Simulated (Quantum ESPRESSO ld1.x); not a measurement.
The numbers below are computed, except where a source is named.
Task: All-electron atom: I15+ in [Kr] 4d2 (the NIST ground configuration). Level of theory: scalar-relativistic Kohn-Sham, LDA (Slater exchange, Perdew-Zunger correlation), spin-polarised, spherical densities, point nucleus; open shells are filled with parallel spins first (ld1.x of Quantum ESPRESSO 7.5). Some entries of the table are withheld. Estimate them.

orbital,occ.,eigenvalue (eV),r(max) (bohr)
1s up,1,-33304.5,0.01756
1s down,1,-33304.5,0.01756
2s up,1,-5448.75,0.09920
2s down,1,-5447.79,0.09920
2p up,3,-4929.94,0.07949
2p down,3,-4929.16,0.07949
3s up,1,-1370.61,0.2852
3s down,1,-1369.94,0.2852
3p up,3,-1202.51,0.2787
3p down,3,-1201.79,0.2787
3d up,5,-951.911,(1)
3d down,5,-950.983,(2)
4s up,1,(3),0.6596
4s down,1,(4),0.6591
4p up,3,-435.654,0.6840
4p down,3,-432.641,0.6836
4d up,2,-350.624,0.7110
4d down,0,-347.664,0.7107

Result: 
(1) 3d up r(max) (bohr): 0.2301
(2) 3d down r(max) (bohr): 0.2302
(3) 4s up eigenvalue (eV): -492.707
(4) 4s down eigenvalue (eV): -489.683
